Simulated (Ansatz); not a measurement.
Ansatz (a program for electronic structure) input (HF/STO-3G):

Ansatz 0.2 input:
```yaml
crystal:
  periodic: [false, false, false]
  atoms:
    - {symbol: S, position_ang: [0.08993900, 0.00028500, -0.00039200]}
    - {symbol: H, position_ang: [-1.22735200, -0.00389600, 0.00534800]}
    - {symbol: H, position_ang: [-0.05803800, 1.64023700, 0.02031800]}
    - {symbol: H, position_ang: [-0.04779900, -1.64057300, -0.01985700]}
    - {symbol: H, position_ang: [-0.04570700, -0.02023300, 1.64062800]}
    - {symbol: H, position_ang: [-0.06013000, 0.01989700, -1.64016700]}
basis:
  gaussian:
    orbitals: STO-3G
hamiltonian:
  xc: {name: HF}
total_charge: -1
relax: {f_tol: 0.003, max_steps: 120}
```

Output:

```
Functional definition: HF
integrals: 0.00 GiB planned
174 factors; integrals over basis functions are off by at most 4.1e-6 eV
mean field: 0.04 GiB planned
mean field evaluation 1: about -10757.6552 eV, gradient 1.4e1 eV
mean field evaluation 2: about -10757.7791 eV, gradient 1.4e1 eV
mean field evaluation 4: about -10758.7676 eV, gradient 5.4e-1 eV
mean field evaluation 8: about -10758.7701 eV, gradient 6.2e-6 eV
mean field -10758.77013224 eV, -395.3775098034 hartree, gradient 3.0e-5 eV, S^2 0.000000; 0 other end points of the search recorded, 0 dependent functions left out
the calculation of the forces begins
reference -10758.77013224 eV, -395.3775098034 hartree; 11, 11 occupied and 3, 3 virtual orbitals, 174 factors
relax step   1: F+E_penalty+E_count = -10758.77013224 eV  Δ(F+E_penalty+E_count) = +0.000e0 eV  max|allowed force component| = 2.560e0 eV/Å  Δτ_max = 0.0000 Å  (23 SCF iters, accepted)
these checks for a lower state are left out or cut short: starts, cluster_reference, orbital_swaps, neighbouring_geometries, increment
integrals: 0.00 GiB planned
174 factors; integrals over basis functions are off by at most 3.9e-6 eV
mean field: 0.04 GiB planned
mean field evaluation 16: about -10758.0431 eV, gradient 6.6e-6 eV
mean field -10758.04309596 eV, -395.3507917130 hartree, gradient 6.7e-6 eV, S^2 0.000000; 0 other end points of the search recorded, 0 dependent functions left out
the calculation of the forces begins
reference -10758.04309596 eV, -395.3507917130 hartree; 11, 11 occupied and 3, 3 virtual orbitals, 174 factors
relax step   2: F+E_penalty+E_count = -10758.04309596 eV  Δ(F+E_penalty+E_count) = +7.270e-1 eV  max|allowed force component| = 7.727e0 eV/Å  Δτ_max = 0.1846 Å  (20 SCF iters, rejected (line search))
these checks for a lower state are left out or cut short: starts, cluster_reference, orbital_swaps, neighbouring_geometries, increment
integrals: 0.00 GiB planned
174 factors; integrals over basis functions are off by at most 3.9e-6 eV
mean field: 0.04 GiB planned
mean field -10758.94851816 eV, -395.3840653651 hartree, gradient 7.2e-5 eV, S^2 0.000000; 0 other end points of the search recorded, 0 dependent functions left out
the calculation of the forces begins
reference -10758.94851816 eV, -395.3840653651 hartree; 11, 11 occupied and 3, 3 virtual orbitals, 174 factors
relax step   3: F+E_penalty+E_count = -10758.94851816 eV  Δ(F+E_penalty+E_count) = -1.784e-1 eV  max|allowed force component| = 8.777e-1 eV/Å  Δτ_max = 0.0534 Å  (17 SCF iters, accepted)
these checks for a lower state are left out or cut short: starts, cluster_reference, orbital_swaps, neighbouring_geometries, increment
integrals: 0.00 GiB planned
174 factors; integrals over basis functions are off by at most 3.7e-6 eV
mean field: 0.04 GiB planned
mean field -10758.97482152 eV, -395.3850319957 hartree, gradient 8.8e-5 eV, S^2 0.000000; 0 other end points of the search recorded, 0 dependent functions left out
the calculation of the forces begins
reference -10758.97482152 eV, -395.3850319957 hartree; 11, 11 occupied and 3, 3 virtual orbitals, 174 factors
relax step   4: F+E_penalty+E_count = -10758.97482152 eV  Δ(F+E_penalty+E_count) = -2.630e-2 eV  max|allowed force component| = 2.506e-1 eV/Å  Δτ_max = 0.0267 Å  (17 SCF iters, accepted)
these checks for a lower state are left out or cut short: starts, cluster_reference, orbital_swaps, neighbouring_geometries, increment
integrals: 0.00 GiB planned
174 factors; integrals over basis functions are off by at most 3.6e-6 eV
mean field: 0.04 GiB planned
mean field evaluation 32: about -10758.8532 eV, gradient 3.3e-4 eV
mean field -10758.97596164 eV, -395.3850738943 hartree, gradient 8.8e-5 eV, S^2 0.000000; 0 other end points of the search recorded, 0 dependent functions left out
the calculation of the forces begins
reference -10758.97596164 eV, -395.3850738943 hartree; 11, 11 occupied and 3, 3 virtual orbitals, 174 factors
relax step   5: F+E_penalty+E_count = -10758.97596164 eV  Δ(F+E_penalty+E_count) = -1.140e-3 eV  max|allowed force component| = 5.808e-2 eV/Å  Δτ_max = 0.0117 Å  (18 SCF iters, accepted)
these checks for a lower state are left out or cut short: starts, cluster_reference, orbital_swaps, neighbouring_geometries, increment
integrals: 0.00 GiB planned
174 factors; integrals over basis functions are off by at most 3.6e-6 eV
mean field: 0.04 GiB planned
mean field -10758.97611519 eV, -395.3850795374 hartree, gradient 8.8e-5 eV, S^2 0.000000; 0 other end points of the search recorded, 0 dependent functions left out
the calculation of the forces begins
reference -10758.97611519 eV, -395.3850795374 hartree; 11, 11 occupied and 3, 3 virtual orbitals, 174 factors
relax step   6: F+E_penalty+E_count = -10758.97611519 eV  Δ(F+E_penalty+E_count) = -1.536e-4 eV  max|allowed force component| = 2.375e-3 eV/Å  Δτ_max = 0.0022 Å  (19 SCF iters, accepted)
integrals: 0.00 GiB planned
174 factors; integrals over basis functions are off by at most 3.6e-6 eV
mean field: 0.04 GiB planned
mean field -10758.97611519 eV, -395.3850795374 hartree, gradient 8.8e-5 eV, S^2 0.000000; 1 other end points of the search recorded, 0 dependent functions left out
the calculation of the forces begins
reference -10758.97611519 eV, -395.3850795374 hartree; 11, 11 occupied and 3, 3 virtual orbitals, 174 factors
Total energy: -10758.97611519 eV, -395.3850795374 hartree
Atom 0 at     0.135534     0.000430    -0.000591 Å, force     0.002375     0.000008    -0.000010 eV/Å
Atom 1 at    -1.234546    -0.003919     0.005379 Å, force    -0.000557    -0.000002     0.000002 eV/Å
Atom 2 at    -0.067392     1.561168     0.019392 Å, force    -0.000453    -0.000403    -0.000003 eV/Å
Atom 3 at    -0.057646    -1.561565    -0.018847 Å, force    -0.000456     0.000400     0.000007 eV/Å
Atom 4 at    -0.055655    -0.019297     1.561632 Å, force    -0.000456     0.000003    -0.000399 eV/Å
Atom 5 at    -0.069383     0.018900    -1.561087 Å, force    -0.000453    -0.000006     0.000403 eV/Å
Dipole moment:     0.057418     0.000182    -0.000250 e Å
```

The dipole moment of an ion depends on the origin.

The geometry given is a B3LYP-D3(BJ)/def2-TZVP minimum.
